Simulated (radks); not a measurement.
Results of a calculation; reference values are marked as such.
These are the eigenvalues of the occupied orbitals of an atom or ion with whole-number occupations (hartree). Code: a radial shooting solver on a logarithmic mesh with Libxc functionals. Model: Dirac Kohn-Sham, PBE, spin-unpolarised, spherical densities, point nucleus.

| orbital | eigenvalue |
|---|---|
| 1s1/2 | -1983.246 |
| 2s1/2 | -439.1290 |
| 2p1/2 | -425.8814 |
| 2p3/2 | -399.4045 |
| 3s1/2 | -179.4446 |

Which element is it, and in what charge state? The configuration may be excited. Open shells, if any, are shared by 2j + 1.

Answer. Z = 64, gadolinium, charge +52: Gd52+ in [Ne] 3s2. The list shows which subshells hold electrons but not how many an open one holds; the 1s level, -1983.2 hartree, gives Z - s = 63.0 by -(Z - s)^2/2, which with screening and relativity narrows Z to a few neighbours, and the depths of the outer levels then fix element, charge and occupations together.
